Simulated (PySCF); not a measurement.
A structure optimised at PBE0-D3(BJ)/def2-SVP, used in a PySCF frequency run:

```xyz
5

Nb     0.0000     0.0000    -0.2178
O      0.0000     0.0000    -1.8904
Cl     1.8832     1.0873     0.4717
Cl    -1.8832     1.0873     0.4717
Cl     0.0000    -2.1745     0.4717
```

Problem. Write its SMILES, formula and point group.

Solution. [O]=[Nb]([Cl])([Cl])[Cl], Cl3NbO, C3v

Problem. What are its rotational constants (standard atomic weights)?

Solution. 1.5010, 1.5010, 1.0050 GHz
